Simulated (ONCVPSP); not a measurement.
LDA (Perdew-Wang 92) ONCV dataset for Pm, scalar-relativistic all-electron reference.

ONCVPSP 4.0.1 input, shortened (lines: element, Z, core and valence counts, functional; n l f; lmax; l rc ep ncon nbas qcut; lloc lpopt rc5 dvloc0; l nproj debl; icmod fcfact rcfact), LDA (Perdew-Wang 92), scalar-relativistic:

```
  Pm 61.00    9    4  -001012      upf
    1    0    2.00
    2    0    2.00
    2    1    6.00
    3    0    2.00
    3    1    6.00
    3    2   10.00
    4    0    2.00
    4    1    6.00
    4    2   10.00
    4    3    5.00
    5    0    2.00
    5    1    6.00
    6    0    1.50
    3
    0    2.00    0.00    4    8    7.80
    1    2.05    0.00    5    9    8.60
    2    2.20    0.35    3    6    4.40
    3    1.35    0.00    3    8   13.90
    4    5    0.95    3.00
    0    2    2.00
    1    2    3.90
    2    2    2.40
    3    1    0.40
    3    3.00    1.45
```

All-electron outer shells of the reference configuration (LDA (PZ), scalar-relativistic, ld1.x):

| shell | level (eV) | outermost node (bohr) | outermost maximum (bohr) |
| --- | --- | --- | --- |
| 5s | -44.92 | 0.70 | 1.29 |
| 5p | -25.67 | 0.75 | 1.46 |
| 6s | -6.05 | 1.73 | 3.54 |
| 4f | -5.24 | – | 0.64 |

(1) Is a potential produced?

## Answers

(1) No. ONCVPSP 4.0.1 stopped with "ERROR pspot: first pseudo wave function has node, program will stop": the optimised pseudo-wave of the first projector has a node, so the radial equation cannot be inverted for a potential. It happened in the s channel.
